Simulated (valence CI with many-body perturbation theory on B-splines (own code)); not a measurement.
**Zr²⁶⁺: calculated level list**

Level of theory: valence CI with perturbative core correlation (CI+MBPT): four valence electrons over a frozen Dirac-Fock core [Ne], radial functions for each j: 11 s, 11 p, 9 d, 7 f, 5 g, 2 h, 1 i, with the one-electron correlation potential Σ1, the two-electron term Σ2, the three-electron term Σ3, Breit, model QED; selected CI, second order for the rest (own B-spline code, finite nucleus).

No measured spectrum was set against this ion. As an estimate, large intervals hold to a few tenths of a per cent, small ones and those within an open d or f shell to about a per cent.

Levels 1 to 45 of 71, with energies above the lowest level, 3s2 3p2 3P_0. "Leading %" is the weight of the configuration and term that name the level; weights of strongly mixed levels are sums over their largest components and can fall short. In the jj column 3d3/2^4 stands for four electrons in 3d with j = 3/2. Lifetimes count E1, E2, E3, M1 and M2 decay at the calculated energies, and are blank where another channel may lead or the interval is too uncertain; long ones can be off by a factor of two.

| No. | Configuration | Term | J | E (cm⁻¹) | Leading % | Lifetime | Leading jj | Second component |
| --- | --- | --- | --- | --- | --- | --- | --- | --- |
| 1 | 3s2 3p2 | 3P | 0 | 0 | 80 |  | 3s^2 3p1/2^2 (95 %) | 18 % 3s2 3p2 1S |
| 2 | 3s2 3p2 | 3P | 1 | 123870 | 98 | 35.9 μs | 3s^2 3p1/2 3p3/2 (98 %) |  |
| 3 | 3s2 3p2 | 3P | 2 | 156210 | 50 | 3.68 ms | 3s^2 3p1/2 3p3/2 (95 %) | 48 % 3s2 3p2 1D |
| 4 | 3s2 3p2 | 1D | 2 | 305310 | 50 | 13.7 μs | 3s^2 3p3/2^2 (94 %) | 47 % 3s2 3p2 3P |
| 5 | 3s2 3p2 | 1S | 0 | 384230 | 79 | 5.66 μs | 3s^2 3p3/2^2 (94 %) | 18 % 3s2 3p2 3P |
| 6 | 3s 3p3 | 5S° | 2 | 614170 | 75 | 725 ps | 3s 3p1/2^2 3p3/2 (67 %) | 18 % 3s 3p3 3P° |
| 7 | 3s 3p3 | 3D° | 1 | 730310 | 60 | 64.0 ps | 3s 3p1/2^2 3p3/2 (65 %) | 18 % 3s 3p3 3P° |
| 8 | 3s 3p3 | 3D° | 2 | 760610 | 58 | 180 ps | 3s 3p1/2 3p3/2^2 (70 %) | 16 % 3s 3p3 5S° |
| 9 | 3s 3p3 | 3D° | 3 | 804250 | 87 | 223 ps | 3s 3p1/2 3p3/2^2 (87 %) | 11 % 3s2 3p 3d 3D° |
| 10 | 3s2 3p 3d | 1D° | 2 | 873030 | 27 | 103 ps | 3s 3p1/2 3p3/2^2 (40 %) | 27 % 3s 3p3 1D° |
| 11 | 3s 3p3 | 3P° | 0 | 876400 | 90 | 53.0 ps | 3s 3p1/2 3p3/2^2 (90 %) | 9 % 3s2 3p 3d 3P° |
| 12 | 3s 3p3 | 3P° | 1 | 892160 | 63 | 36.6 ps | 3s 3p1/2 3p3/2^2 (72 %) | 17 % 3s 3p3 3D° |
| 13 | 3s2 3p 3d | 3F° | 2 | 952720 | 59 | 72.6 ps | 3s^2 3p1/2 3d3/2 (50 %) | 18 % 3s 3p3 3P° |
| 14 | 3s 3p3 | 3S° | 1 | 994440 | 52 | 6.25 ps | 3s 3p1/2 3p3/2^2 (67 %) | 33 % 3s 3p3 1P° |
| 15 | 3s 3p3 | 3P° | 2 | 1003600 | 30 | 54.9 ps | 3s 3p3/2^3 (43 %) | 21 % 3s2 3p 3d 1D° |
| 16 | 3s2 3p 3d | 3F° | 3 | 1009000 | 86 | 76.1 ps | 3s^2 3p1/2 3d5/2 (72 %) | 5 % 3s2 3p 3d 3D° |
| 17 | 3s2 3p 3d | 3D° | 1 | 1071300 | 44 | 6.05 ps | 3s^2 3p1/2 3d3/2 (82 %) | 24 % 3s2 3p 3d 3P° |
| 18 | 3s2 3p 3d | 3P° | 2 | 1071900 | 51 | 8.55 ps | 3s^2 3p1/2 3d5/2 (68 %) | 19 % 3s 3p3 1D° |
| 19 | 3s2 3p 3d | 3F° | 4 | 1118200 | 98 | 36.9 μs | 3s^2 3p3/2 3d5/2 (98 %) |  |
| 20 | 3s 3p3 | 1P° | 1 | 1145200 | 37 | 6.41 ps | 3s 3p3/2^3 (42 %) | 29 % 3s 3p3 3S° |
| 21 | 3s2 3p 3d | 3D° | 2 | 1179200 | 42 | 5.36 ps | 3s^2 3p3/2 3d3/2 (68 %) | 26 % 3s2 3p 3d 1D° |
| 22 | 3s2 3p 3d | 3P° | 0 | 1188500 | 89 | 7.51 ps | 3s^2 3p3/2 3d3/2 (89 %) | 9 % 3s 3p3 3P° |
| 23 | 3s2 3p 3d | 3D° | 3 | 1190800 | 67 | 6.62 ps | 3s^2 3p3/2 3d3/2 (45 %) | 12 % 3s2 3p 3d 1F° |
| 24 | 3s2 3p 3d | 3P° | 1 | 1211400 | 54 | 7.18 ps | 3s^2 3p3/2 3d3/2 (52 %) | 13 % 3s2 3p 3d 3D° |
| 25 | 3s2 3p 3d | 3P° | 2 | 1230600 | 36 | 7.48 ps | 3s^2 3p3/2 3d5/2 (61 %) | 19 % 3s2 3p 3d 3D° |
| 26 | 3s2 3p 3d | 1F° | 3 | 1282700 | 80 | 6.83 ps | 3s^2 3p3/2 3d5/2 (60 %) | 15 % 3s2 3p 3d 3D° |
| 27 | 3s2 3p 3d | 1P° | 1 | 1326200 | 70 | 7.19 ps | 3s^2 3p3/2 3d5/2 (68 %) | 13 % 3s 3p3 1P° |
| 28 | 3p4 | 3P | 2 | 1407200 | 32 | 64.3 ps | 3p1/2^2 3p3/2^2 (43 %) | 26 % 3s 3p2 3d 3P |
| 29 | 3s 3p2 3d | 5F | 1 | 1413800 | 78 | 352 ps | 3s 3p1/2^2 3d3/2 (70 %) | 11 % 3s 3p2 3d 3D |
| 30 | 3s 3p2 3d | 5F | 2 | 1440400 | 59 | 74.1 ps | 3s 3p1/2 3p3/2 3d3/2 (26 %) | 11 % 3s 3p2 3d 5D |
| 31 | 3s 3p2 3d | 5F | 3 | 1469300 | 57 | 131 ps | 3s 3p1/2^2 3d5/2 (53 %) | 28 % 3s 3p2 3d 5D |
| 32 | 3p4 | 3P | 0 | 1497500 | 30 | 38.2 ps | 3p1/2^2 3p3/2^2 (43 %) | 22 % 3s 3p2 3d 3P |
| 33 | 3s 3p2 3d | 5D | 1 | 1513900 | 45 | 178 ps | 3s 3p1/2 3p3/2 3d3/2 (75 %) | 24 % 3s 3p2 3d 3P |
| 34 | 3s 3p2 3d | 5D | 2 | 1526800 | 39 | 113 ps | 3s 3p1/2 3p3/2 3d3/2 (73 %) | 22 % 3s 3p2 3d 3F |
| 35 | 3s 3p2 3d | 5D | 0 | 1533500 | 73 | 51.0 ps | 3s 3p1/2 3p3/2 3d3/2 (62 %) | 12 % 3p4 3P |
| 36 | 3s 3p2 3d | 5F | 4 | 1534700 | 80 | 2.85 ns | 3s 3p1/2 3p3/2 3d5/2 (78 %) | 16 % 3s 3p2 3d 5D |
| 37 | 3s 3p2 3d | 5F | 3 | 1536000 | 31 | 91.0 ps | 3s 3p1/2 3p3/2 3d3/2 (63 %) | 27 % 3s 3p2 3d 5D |
| 38 | 3s 3p2 3d | 5D | 1 | 1559000 | 38 | 38.4 ps | 3s 3p1/2 3p3/2 3d5/2 (34 %) | 34 % 3p4 3P |
| 39 | 3p4 | 1D | 2 | 1562300 | 30 | 62.1 ps | 3s 3p1/2 3p3/2 3d3/2 (30 %) | 27 % 3s 3p2 3d 3F |
| 40 | 3s 3p2 3d | 5D | 4 | 1566600 | 48 | 922 ps | 3s 3p1/2 3p3/2 3d5/2 (48 %) | 37 % 3s 3p2 3d 3F |
| 41 | 3s 3p2 3d | 3F | 2 | 1571300 | 38 | 46.2 ps | 3s 3p1/2 3p3/2 3d5/2 (54 %) | 21 % 3s 3p2 3d 5D |
| 42 | 3s 3p2 3d | 5F | 5 | 1586200 | 85 | 925 ps | 3s 3p1/2 3p3/2 3d5/2 (71 %) | 15 % 3s 3p2 3d 3G |
| 43 | 3s 3p2 3d | 3F | 3 | 1610100 | 46 | 17.9 ps | 3s 3p1/2 3p3/2 3d5/2 (62 %) | 41 % 3s 3p2 3d 5P |
| 44 | 3s 3p2 3d | 5D | 3 | 1641900 | 35 | 15.5 ps | 3s 3p1/2 3p3/2 3d5/2 (51 %) | 30 % 3s 3p2 3d 5P |
| 45 | 3s 3p2 3d | 5P | 2 | 1645200 | 51 | 9.35 ps | 3s 3p1/2 3p3/2 3d5/2 (41 %) | 19 % 3s 3p2 3d 3P |

Names give the largest LS component (configuration and term), which can be under half, so a name can repeat, a term be missing and a line seem to break the LS rules; names also repeat where a configuration has a term twice.

The ionisation energy to 3s2 3p 2P°_1/2 of the next ion comes out as 1343.2 eV (NIST: 1344 ± 3 eV (semi-empirical)). All 71 levels together are meant to be complete up to 1870000 cm⁻¹.
